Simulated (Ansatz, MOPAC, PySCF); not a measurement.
Torsion Si1–C2–Ge3–H9 in CH8GeSi (SMILES [SiH3][CH2][GeH3]); at each angle all else is relaxed with GFN2-xTB, and the levels are single points there.
Geometry at 60° (charge 0, multiplicity 1):
```csv
atom,x (Å),y (Å),z (Å)
Si,1.5062,0.6509,-0.0298
C,0.2417,-0.7660,-0.0948
Ge,-1.6142,-0.1547,0.0875
H,2.8496,0.0802,-0.1696
H,1.2512,1.5876,-1.1268
H,1.3974,1.3485,1.2536
H,0.4531,-1.4834,0.6983
H,0.3418,-1.3043,-1.0375
H,-1.9974,0.7979,-1.0003
H,-1.8450,0.5470,1.3883
H,-2.5831,-1.2999,0.0292
```

On the grid 0° to 120°, 120° is the highest and 60° the lowest point at MP2/CBS(def2-TZVPP, def2-QZVPP) + ΔCCSD(T)/def2-TZVPP.

Cores are frozen in the correlated methods. Filled d and f shells under p-block atoms count as core. Rows in 3-21G carry no dispersion term and start afresh at each structure; the Pople sets are all-electron and without relativity. The state reached by AM1 isn't checked.

The values were computed with Ansatz (a quantum-chemistry and plane-wave program); MOPAC for AM1 (differences of heats of formation); PySCF for 3-21G rows, the dispersion terms. 

| level | energy at 120° less that at 60° (meV) |
|---|---|
| AM1 | 19.5 |
| HF/3-21G | 17.5 |
| PBE/def2-TZVPP | 30.1 |
| BLYP/def2-TZVPP | 27.5 |
| BLYP-D3(BJ)/def2-TZVPP | 29.4 |
| BLYP-D4/def2-TZVPP | 29.1 |
| B3LYP/3-21G | … |
| PBE0/def2-TZVPP | 32.5 |
| CCSD/def2-TZVPP | 32.6 |

Problem. Complete the blanks.

Solution. 
- B3LYP/3-21G, energy at 120° less that at 60° (meV): 24.1
